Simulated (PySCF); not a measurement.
Molecule: Me3Si(SMe) (SMILES CS[Si](C)(C)C).

Bonds (- single, = double, # triple, : aromatic): C1-S2, S2-Si3, Si3-C4, Si3-C5, Si3-C6. C1 carries H7, H8, H9; C4 carries H10, H11, H12; C5 carries H13, H14, H15; C6 carries H16, H17, H18.

Geometry PBE0-D3(BJ)/def2-SVP throughout; GIAO in PySCF, gas phase, one conformer, non-relativistic; equivalent atoms averaged; functional PBE0.

Task: How do the absolute shieldings σ depend on the basis set? (ppm; last column core-seconds on shared hosts with different chips, so compare them loosely)

Result: 
```csv
basis set,functions,C1,C4/C5/C6,S2,Si3,H7/H8/H9,H10/H11/H12/H13/H14/H15/H16/H17/H18,core-s
STO-3G,50,213.8,235.3,855.4,499.5,32.17,32.55,5.3
6-31G,86,187.4,199.9,745.3,409.3,30.85,32.48,11
pcSseg-0,86,180.7,193.7,747.8,317.1,31.23,32.66,9.1
6-31G*,116,182.8,194.2,709.6,390.8,30.21,31.84,14
def2-SVP,152,182.5,193.9,731.1,386.1,29.68,31.16,18
cc-pVDZ,152,184.3,196.7,717.6,398.1,29.51,31.08,20
pcSseg-1,176,172.3,184.7,674.0,330.5,29.43,31.07,24
"6-311+G(2d,p)",250,174.0,186.6,655.7,325.1,29.52,31.27,40
aug-cc-pVDZ,254,182.1,195.4,707.7,397.5,29.42,31.13,48
def2-TZVP,270,174.6,186.9,648.7,313.8,29.58,31.25,48
```

Task: Which nucleus moves most, in ppm?

Result: S2 (sulfur bonded to C, Si): from 648.7 ppm with def2-TZVP to 855.4 ppm with STO-3G. The smallest spread is 1.59 ppm, at H10/H11/H12/H13/H14/H15/H16/H17/H18. Proton shifts span only some 12 ppm, so a few tenths of a ppm matter as much there as several ppm in carbon.

Task: Taking the largest basis, def2-TZVP (270 functions), as the yardstick, rank the others by their worst heavy-atom deviation.

Result: 6-311+G(2d,p) 11.4 ppm (250 functions), pcSseg-1 25.3 ppm (176 functions), 6-31G* 77.0 ppm (116 functions), def2-SVP 82.4 ppm (152 functions), aug-cc-pVDZ 83.7 ppm (254 functions), cc-pVDZ 84.4 ppm (152 functions), 6-31G 96.5 ppm (86 functions), pcSseg-0 99.0 ppm (86 functions), STO-3G 206.7 ppm (50 functions).

A small basis that lands close on one nucleus may do so by chance; judge by the trend and by all nuclei.
